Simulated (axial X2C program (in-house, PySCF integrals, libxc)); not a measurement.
# Testing model relations on RbI

A bond curve at the PBE0 level, 2c, was computed with an in-house all-electron X2C program for linear molecules (integrals from PySCF) (basis I dyall-v2z [9s9p7d], Rb dyall-v2z [10s11p6d] (cores contracted in-house)) for the state Ω = 0 (closed shell). Its fit gives Re = 3.1772 Å, ωe = 138.1 cm⁻¹, ωexe = 0.302 cm⁻¹ and αe = 1.106e-04 cm⁻¹; the masses are 126.9045 and 84.9118 u. Two-component means X2C with spin–orbit coupling and atomic mean-field Coulomb and Gaunt terms.

Question: Find the reduced mass, Be and the force constant.

Answer: From the PBE0 values: μ = 50.8728 u. Be = 16.8576/(μ Re²) = 0.03283 cm⁻¹. k = 5.8918×10⁻⁷ μ ωe² = 0.572 mdyn/Å.

Question: Estimate De from a Morse curve and compare with the computed well depth of 3.093 eV to I + Rb.

Answer: De(Morse) = ωe²/(4ωexe) = 1.957 eV against 3.093 eV computed, a ratio of 0.63. The extrapolation falls short: long-range attraction (ionic or ion–induced dipole) or a change of character along the curve can cause this.

Question: A Morse curve ties αe to the other constants (Pekeris). How well does that hold?

Answer: αe(Morse) = 6Be²/ωe × (√(ωexe/Be) − 1) = 9.518e-05 cm⁻¹; the PBE0 curve gives 1.106e-04 cm⁻¹, a ratio of 0.86.

Question: Estimate the centrifugal constant by the Kratzer relation.

Answer: D = 4Be³/ωe² = 7.42e-09 cm⁻¹.

Question: Give B0, the J = 1←0 line in GHz and the most populated J at 300 K (kT = 208.5 cm⁻¹).

Answer: B0 = Be − αe/2 = 0.03277 cm⁻¹; 2B0 = 1.965 GHz; J(max) ≈ √(kT/2B0) − 1/2 = 55.9, so J = 56.

One determinant describes the state; a PBE0 search over occupations chose it and may have missed a lower one. De is counted from the lowest determinant-based energies of the atoms at the same level, without counterpoise correction. The functionals have no current-density term, which raises determinants with orbital currents, atoms included.
